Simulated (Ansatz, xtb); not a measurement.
**Relaxing a trial structure of FH7NSi2+**

The starting geometry of this gas-phase singlet has its atoms placed at random.

```xyz
11

F    -1.9628    0.4846   -1.4523
N    -1.2670   -0.6068    2.0149
Si   -0.7173    0.7291    0.0365
Si   -0.6867   -1.1569    0.5428
H    -1.2736    1.6686   -0.5329
H    -1.2633    1.0634    1.4485
H    -1.8584    0.1835    1.9317
H    -1.0430   -2.4185   -0.1056
H     0.3301   -0.9768   -0.6997
H    -2.1633   -0.6971    0.0289
H     0.0347    0.2289   -1.0483
```

Guess where an optimisation with r2SCAN-D4/def2-SVP ends from this start.

It ends as a structure with H10 bridging Si3 and Si4, given below by its coordinates. Distances that change by over a tenth: Si3–H5 (1.23 → 1.47 Å). Contacts that open: Si3–Si4 (1.95 → 2.99 Å), Si3–H6 (1.55 → 3.62 Å). Contacts that close: F1–Si3 (1.96 → 1.60 Å), N2–H6 (1.76 → 1.02 Å), Si3–H10 (2.03 → 1.60 Å).

The energy falls by 17.80 eV over 22 steps:

```
step  E − E(last) (eV)
   1            17.803
   3             9.595
   6             3.684
   8             1.532
  10             0.516
  13             0.124
  15             0.018
  17             0.002
  20             0.000
  22             0.000
```

Final geometry (Å):

| atom | x (Å) | y (Å) | z (Å) |
| --- | --- | --- | --- |
| F | -1.7604 | 0.9782 | -2.6560 |
| N | -0.7572 | -0.2124 | 1.7949 |
| Si | -1.4500 | 0.9484 | -1.0897 |
| Si | -0.8535 | -1.4240 | 0.6299 |
| H | -2.6284 | 1.2520 | -0.2579 |
| H | 0.1212 | 0.2102 | 2.0910 |
| H | -1.5289 | 0.0310 | 2.4140 |
| H | -2.0848 | -2.2344 | 0.6562 |
| H | 0.4374 | -1.9617 | 0.1632 |
| H | -1.2276 | -0.6118 | -0.8344 |
| H | -0.1383 | 1.5265 | -0.7465 |

From the same start GFN2-xTB ends elsewhere, in pieces: FH3Si + H4NSi.

From so rough a start the end depends on the optimiser's path, so another program may land elsewhere. The end wasn't checked by frequencies. Run with Ansatz 0.2.0, 25 s on 2 threads of Intel(R) Xeon(R) 6975P-C (Granite Rapids), with other jobs on the host.
